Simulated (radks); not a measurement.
The numbers below are computed, except where a source is named.
The iodine ion I38+, configuration [Ne] 3s2 3p3. Level of theory: scalar-relativistic Kohn-Sham, PBE, spin-polarised, spherical densities, finite nucleus; open shells are filled with parallel spins first (spin-orbit coupling, left out, can overturn this in heavy ions); Fermi nuclear charge, rms radius 4.75 fm (a radial shooting solver on a logarithmic mesh with Libxc functionals).

Unscreened Slater integrals over Kohn-Sham orbitals (cm^-1). They are taken over the spin-up orbitals. Empty in this configuration: 3d.

integral,value
"F0(3p,3p)",721030
"F2(3p,3p)",362480
"F0(3p,3s)",708430
"G1(3p,3s)",457890
"F0(3p,2p)",953290
"F2(3p,2p)",244020
"G0(3p,2p)",97247
"G2(3p,2p)",107380
"F0(3p,2s)",924680
"G1(3p,2s)",77217
"F0(3p,3d)",757400
"F2(3p,3d)",364370
"G1(3p,3d)",381980
"G3(3p,3d)",258200
"F0(3s,3s)",698370
"F0(3s,2p)",914520
"G1(3s,2p)",95020
"F0(3s,2s)",894940
"G0(3s,2s)",75957
"F0(3s,3d)",743360
"G2(3s,3d)",286200
"F0(2p,2p)",1980500
"F2(2p,2p)",941140
"F0(2p,2s)",1817800
"G1(2p,2s)",1032300
"F0(2p,3d)",1034600
"F2(2p,3d)",318150
"G1(2p,3d)",299670
"G3(2p,3d)",172990
"F0(2s,2s)",1715200
"F0(2s,3d)",1021100
"G2(2s,3d)",278330
"F0(3d,3d)",820380
"F2(3d,3d)",426270
"F4(3d,3d)",276330

Derived for the open shells (J is the average intra-shell exchange parameter used in DFT+U). 3p: J = F2/5 = 72500 cm^-1.
